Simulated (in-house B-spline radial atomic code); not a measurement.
How numerical settings move a run on Dy³⁺, [Xe] 4f9. Computed with a B-spline radial code for spherical atoms: scalar-relativistic (X2C) TPSSh, spin-polarised, spherical fractional occupations, Fermi nucleus of rms radius 5.2218 fm.

Command:
```bash
python run_scf.py task.json out
```
Settings of the sound reference run:
```
Z                66
electrons        63
configuration    [Xe] 4f9
hamiltonian      x2c
method           tpssh
spin_polarised   True
nucleus          fermi
rms_radius       5.2218
mass_number      164
atomic_mass      163.9292
speed_of_light   137.036
knot_spacing     0.22
spline_order     8
gauss_points     12
box_radius       16.22
max_iterations   70
damping          0.5
damped_steps     3
diis_vectors     10
tolerance        1e-08
start            Thomas-Fermi
```

Time taken, with all properties: 0.8 s on 1 thread of Arm Neoverse N1, with other jobs on the host.

It converges in 8 iterations to -12154.889060 hartree, with 4f down at -31.0541 eV. The other runs change the listed settings, some to values that make no sense; their results aren't properties of the atom or ion. Radii are in bohr (the nuclear one in fm), a minus after a letter asks for a j subshell, and «unchanged» means within 1e-8 hartree. The run stops when the residual is below 10 × tolerance × max(1, Z/10), or a noise floor if that is larger, and the energy moves by less than 1e-8 × √|E| hartree; so very loose and very tight tolerances often act alike.

```tsv
changed settings	outcome
diis_vectors = 0	converged in 14 iterations, energy unchanged, 4f down level -2.8e-05 eV
tolerance = 1e-13	converged in 9 iterations, energy unchanged, 4f down level -1.1e-05 eV
hamiltonian = dirac, method = hf, spin_polarised = False, speed_of_light = 72.61538	converged in 12 iterations to -14665.8893 hartree, a different physical problem
gauss_points = 6, first_knot = 0.00152, max_iterations = 60, damped_steps = 1, diis_vectors = 4	converged in 8 iterations, energy -7.01e-01 hartree from the reference, 4f down level +8.8e-04 eV
electrons = 64, configuration = [Xe] 4f9 6s-1, max_iterations = 60	stopped with error: j subshells need the Dirac Hamiltonian and l > 0
electrons = 66, configuration = [Xe] 4f9 6s3, max_iterations = 100	stopped with error: shell 6s holds at most 1 electrons (per spin)
spline_order = 6, gauss_points = 16, max_iterations = 60	converged in 8 iterations, energy +7.71e-06 hartree from the reference, 4f down level -3.8e-04 eV
max_iterations = 60, damping = 0.95, start = bare nucleus	converged in 9 iterations, energy unchanged, 4f down level +5.0e-05 eV
max_iterations = 5	not converged after 5 iterations, last residual 4.3e-04, last energy +4.32e-06 hartree from the reference
max_iterations = 3	not converged after 3 iterations, last residual 8.4e-04, last energy +1.27e-05 hartree from the reference
spline_order = 7, max_iterations = 50, damping = 0	converged in 8 iterations, energy -2.30e-05 hartree from the reference, 4f down level +7.7e-04 eV
```

What happens with diis_vectors = 2?

Converged in 9 iterations, energy unchanged, 4f down level +1.8e-05 eV.

What happens with diis_vectors = 1?

Not converged after 70 iterations, last residual 2.9e+00, last energy +2.71e+02 hartree from the reference.

What happens with max_iterations = 2?

Not converged after 2 iterations, last residual 2.4e-03, last energy +8.76e-05 hartree from the reference.

What happens with tolerance = 1e-06?

Converged in 7 iterations, energy unchanged, 4f down level +2.0e-03 eV.
